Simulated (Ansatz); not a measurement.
ZnMeCl (CH3ClZn). The state is a singlet with charge 0. Geometry B3LYP-D4/def2-TZVP.

Cartesian coordinates in Å:
```
Zn -0.932 0.241 -0.584
C 0.672 -0.175 0.422
H 0.542 -1.110 0.967
H 0.884 0.621 1.136
H 1.522 -0.277 -0.253
Cl -2.688 0.701 -1.688
```

Task: Estimate the orbital energies around the gap (eV) in Ansatz with HF/STO-3G, PBE-D4/def2-SVP, PBE-D4/def2-TZVPD, r2SCAN-D4/def2-TZVP, PBE0-D4/def2-TZVPD.

Result: 
| orbital | HF/STO-3G | PBE-D4/def2-SVP | PBE-D4/def2-TZVPD | r2SCAN-D4/def2-TZVP | PBE0-D4/def2-TZVPD |
| --- | --- | --- | --- | --- | --- |
| HOMO−9 | -15.58 | -11.71 | -12.21 | -12.58 | -14.99 |
| HOMO−8 | -13.55 | -11.71 | -12.21 | -12.58 | -14.95 |
| HOMO−7 | -13.55 | -11.50 | -12.09 | -12.46 | -14.94 |
| HOMO−6 | -13.36 | -11.50 | -12.09 | -12.46 | -14.94 |
| HOMO−5 | -13.36 | -9.61 | -9.85 | -10.17 | -11.35 |
| HOMO−4 | -13.18 | -9.61 | -9.85 | -10.17 | -11.35 |
| HOMO−3 | -10.94 | -8.55 | -8.97 | -9.20 | -10.32 |
| HOMO−2 | -9.42 | -7.14 | -7.45 | -7.64 | -8.68 |
| HOMO−1 | -9.42 | -6.76 | -7.31 | -7.60 | -8.68 |
| HOMO | -4.91 | -6.76 | -7.31 | -7.60 | -8.56 |
| LUMO | 5.11 | -1.07 | -1.48 | -1.01 | -0.68 |
| LUMO+1 | 5.11 | 0.51 | -0.92 | -0.51 | -0.24 |
| LUMO+2 | 11.40 | 0.51 | -0.92 | -0.51 | -0.24 |
| LUMO+3 | 17.79 | 1.73 | 0.04 | 1.61 | 0.52 |
| LUMO+4 | 20.24 | 2.90 | 0.76 | 2.98 | 1.14 |
| LUMO+5 | 20.24 | 3.05 | 0.76 | 2.98 | 1.14 |
